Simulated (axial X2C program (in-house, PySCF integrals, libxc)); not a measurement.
**Density and ELF of InN**

Computed with an in-house relativistic program for diatomic molecules. Two-component (2c) means X2C with spin–orbit coupling and atomic mean-field two-electron Coulomb and Gaunt terms. Basis: In dyall-cv3z [11s12p9d4f1g], N dyall-av3z [7s7p3d2f] (cores contracted in-house); Gaussian nuclei, density fitting, unrestricted open shells. Masses: In 114.904 u, N 14.003 u.

PBE0, two-component, state Ω = 1 (⟨Sz⟩ = 1.00, ⟨Lz⟩ = 0.00 at PBE0); In at z = 0, N at z = 2.219 Å.

The maps cover the half plane through the axis: z from -2.4 to 4.5 Å along the bond, ρ from 0.15 to 2.25 Å away from it (steps of 0.3 Å, the bottom row nearest the axis).

log10 of the density in e/bohr³:

digits 0 to 9 span -4.83 to 1.81 evenly
```
111222222222211111111000
122223333332222222211100
122333333333333333222110
223334444444334443332211
233344555544444444433221
233445566655555555443321
233455677765556666544322
334455789875566776554322
```

Electron localisation function (collinear form, no current term, damped to 0 at low density):

digits 0 to 9 span 0.00 to 1.00 evenly
```
000234432100000000000000
013676643210000000000000
147887643210011112110000
378886432211123344432100
689875322211245667654200
799863234421367788876420
899853477741488789987630
899743637361498219998640
```

Axial spin density in 10⁻³ e/bohr³:

digits 0 to 9 span -2.93 to 2.93 evenly, values beyond are clipped
```
444444555555555555555555
444444555555556655555555
444444555555677876655555
444444555556799999755554
444444555556999999965544
444334555445999999965444
444333557743699999954444
443323629251079999123444
```

One determinant describes the state; a PBE0 search over occupations chose it and may have missed a lower one. Density functionals use the spin component along the axis (collinear). PBE0 can misorder states that lie within some tenths of an eV, so this need not be the ground state of the molecule. The nearest other 2c determinant of the search, Ω = 2, lies 0.43 eV up at the distance of the search. With several unpaired electrons one determinant need not be a pure state. Open-shell Ω = 0 determinants with evenly filled partner blocks cannot be reached by this program, so the Ω shown need not be the lowest component. This is the Ω = 1 component of a π² triplet; the 0⁺ component is not one determinant and can lie lowest.
